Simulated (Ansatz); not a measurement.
Ansatz results at the PBE0-D4/def2-TZVP geometry: HOMO–LUMO gap (PBE/def2-TZVPP) 4.70 eV; LUMO energy (B3LYP/def2-TZVPP) -0.95 eV; HOMO–LUMO gap (ωB97M-V/def2-TZVPP) 10.90 eV.

Which molecule gave them?
A. `CP(C)(C)=O`
B. `Cc1c(F)c(F)c(F)c(F)c1F`
C. `CP(C)(C)=S`
D. `C[C@@H]1CCCC[C@H]1C`

B. The others give `CP(C)(C)=S`: 5.06, 0.35, 10.48; `C[C@@H]1CCCC[C@H]1C`: 7.01, 0.71, 12.79; `CP(C)(C)=O`: 5.95, 0.37, 11.97.

B3LYP here is the variant with VWN-RPA as its local correlation; programs differ in this.
